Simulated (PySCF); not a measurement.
BeFHSe. Atoms are numbered in the order given.

```xyz
4

Be    -0.0015     1.2278     0.0000
F      0.0009     2.6042     0.0000
Se    -0.0421    -0.8097     0.0000
H      1.4281    -0.8210     0.0000
```
Charge 0, spin multiplicity 1.

Coordinates come from a r2SCAN-D4/def2-TZVP optimisation. The values are those of a single conformer.

Computed with C-PCM-B3LYP/def2-SVP run with PySCF.

The values are the electrostatic part of the solvation free energy, E(continuum) − E(gas) at the gas-phase geometry, in a cavity of scaled van der Waals radii (PySCF's table); cavitation and dispersion terms are not included. A continuum can't describe solvent molecules that bind to the metal. In vacuum the orbital gap is 6.32 eV. The dipole moment in vacuum is 0.88 D.

Question: Estimate the values in water (ε = 78.36), acetonitrile (ε = 35.69), 1-octanol (ε = 9.86). (Estimate from the structure and the level; the computed values follow.)

Answer: 
```tsv
solvent	ε	ΔG(elec) (kcal/mol)	dipole (D)	gap (eV)
water	78.36	-6.8	0.93	6.57
acetonitrile	35.69	-6.7	0.93	6.56
1-octanol	9.86	-6.1	0.92	6.54
```
